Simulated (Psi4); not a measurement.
Donor–acceptor adduct: GaH3 (SMILES [GaH3]) (first 4 atoms) with CH4O (SMILES CO); geometry from B3LYP-D3(BJ)/def2-TZVP, rigid monomers moved along the line of their centres of mass till Ga1···O6 is 3.03 Å.
(charge 0, multiplicity 1):
```xyz
10

Ga    -0.060    -0.851     0.703
H     -1.292     0.028     0.267
H     -0.346    -2.203     1.477
H      1.332    -0.687    -0.022
C     -0.327     0.650     4.368
O      0.554     0.697     3.230
H     -0.400    -0.365     4.761
H     -1.302     0.969     4.009
H      0.023     1.337     5.138
H      1.452     0.465     3.496
```

These are Psi4 with SAPT0/aug-cc-pVDZ values and carry that method's errors.

Which attractive term is largest, and how does the interaction split up?

electrostatics -30.4, exchange 8.8, induction -7.0, dispersion -6.6, total -35.3 kJ/mol; the largest attraction is electrostatics.
